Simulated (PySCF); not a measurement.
**How methods differ on the excitation energy of Ga**

Ga [Ar] 3d10 4s2 4p1 (2P) → Ga [Ar] 3d10 4s1 4p1 5s1 (4P), as a difference of total energies. Computed with PySCF 2.14 in dyall-av2z (16s12p8d, 92 functions), with no relativity, point nucleus. Correlated levels: valence: [Ar] 3d10 frozen; virtual orbitals above 40 to 60 times the deepest correlated orbital energy dropped. The calculations carry no spin-orbit coupling.

```csv
method,excitation energy (eV)
UHF,7.152
LDA,9.056
PBE,8.765
PBE0,8.519
r2SCAN,8.612
HSE06,8.561
B97-3,8.898
wB97X-V,8.765
BP86,8.877
MP2 (valence),7.841
SCS-MP2 (valence),8.056
```

Task: How much does correlation contribute at MP2 (valence)?

Result: 7.841 − (7.152) = 0.689 eV, measured against UHF.

A first-order spin-orbit estimate (lowest level to lowest level, LS coupling) adds -0.016 eV.

The upper state lies above the first ionisation limit, but in LS coupling its spin forbids autoionisation to the ground ion. A Rydberg-like electron needs more diffuse functions than a valence basis has.

The promoted electron is Rydberg-like, and one or two diffuse shells describe it only roughly, which tends to raise the upper state.
